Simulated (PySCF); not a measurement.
Ligand exchange on a metal centre used in film growth or etching (Cd F-Br). Isolated molecules, 0 K electronic values unless said otherwise.

These are B3LYP-D3(BJ)/def2-TZVP // BP86-D3(BJ)/def2-SVP (PySCF) values and carry that method's errors. B3LYP has the VWN-RPA correlation part, as in Gaussian. 

| species | HOMO (eV) | coordination number | HOMO–LUMO gap (eV) |
|---|---|---|---|
| 0 of 2 F replaced by Br | -9.81 | 2 | 6.95 |
| 1 of 2 F replaced by Br ([Cd(F)(Br)]) | -8.40 | 2 | … |
| 2 of 2 F replaced by Br ([Cd(Br)2]) | -8.13 | 2 | … |

### Question
Fill in the missing entries.

### Answer

- 1 of 2 F replaced by Br ([Cd(F)(Br)]), HOMO–LUMO gap (eV): 5.63
- 2 of 2 F replaced by Br ([Cd(Br)2]), HOMO–LUMO gap (eV): 5.41
